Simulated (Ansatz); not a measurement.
Relaxation of AlH3OS2 (7 atoms, charge 0, multiplicity 1), to a largest force component of 0.015 eV/Å in at most 40 steps.

Level of theory: Ansatz 0.2.0, RKS LDA/def2-SVP.

```xyz
7
Properties=species:S:1:pos:R:3
O -1.944 0.027 0.275
Al -0.260 -0.497 0.080
S 1.054 -0.633 1.887
S 0.626 -1.017 -1.972
H -1.941 1.048 0.139
H 1.522 0.710 1.740
H 1.004 0.296 -2.193
```

Problem. Where does it end, and by what steps?

Solution. The run converged. The force dipped under the threshold on the way, but the program's further checks kept it going. After 16 steps the energy has fallen by 0.889 eV; H6 moved furthest, 1.26 Å.

```csv
step,energy less start (eV),largest force component (eV/Å),accepted
0,0.0000,2.083,yes
1,-0.2059,1.154,yes
2,-0.2672,0.967,yes
3,-0.3779,1.012,yes
4,-0.4973,0.450,yes
5,-0.5829,0.229,yes
6,-0.6429,0.271,yes
7,-0.6778,0.834,yes
8,-0.7802,0.200,yes
9,-0.8162,0.895,yes
10,-0.8853,0.073,yes
11,-0.8846,0.198,no
12,-0.8874,0.024,yes
13,-0.8882,0.047,yes
14,-0.8884,0.015,yes
15,-0.8886,0.021,yes
16,-0.8886,0.002,yes
```

```xyz
7
Properties=species:S:1:pos:R:3
O -1.978 0.157 0.465
Al -0.331 0.008 0.120
S 0.962 0.103 1.861
S 0.383 -0.265 -1.922
H -2.726 0.248 -0.144
H 2.066 -0.254 1.143
H 1.686 -0.066 -1.568
```

Whether the end is a true minimum wasn't checked by a vibrational analysis.

The run took 23 s on 1 thread of Arm Neoverse V2 (shared host), peak memory 0.12 GiB.
